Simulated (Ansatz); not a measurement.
System: C3H3, net charge 1, singlet state. SMILES of the parent species: [CH]=C=C
Geometry from a B3LYP-D3(BJ)/def2-TZVP (Ansatz, a program for electronic structure) optimisation:
```xyz
6

C      1.2489     0.1199     0.4370
C      0.0985     0.0095     0.0345
C     -1.1622    -0.1116    -0.4067
H      2.2584     0.2168     0.7903
H     -1.6564     0.7169    -0.9120
H     -1.7133    -1.0404    -0.2672
```
Charge +1, spin multiplicity 1.

Parts of the frozen-core correlation energy in 6-31G (Ansatz, hartree). Frozen orbitals: 3; correlated occupied orbitals by spin: 7 and 7; virtual: 23 and 23. No spin-orbit coupling. Non-relativistic. The restricted reference is unstable.

```tsv
term	value
reference (HF)	-114.91281
MP2 opposite-spin	[?]
MP2 same-spin	[?]
CCSD correlation	[?]
(T)	-0.01192
T1 diagnostic	0.022
largest doubles amplitude	0.124
```

### Question
Fill in the missing entries.

### Answer

- MP2 opposite-spin, value: -0.18635
- MP2 same-spin, value: -0.05637
- CCSD correlation, value: -0.26794
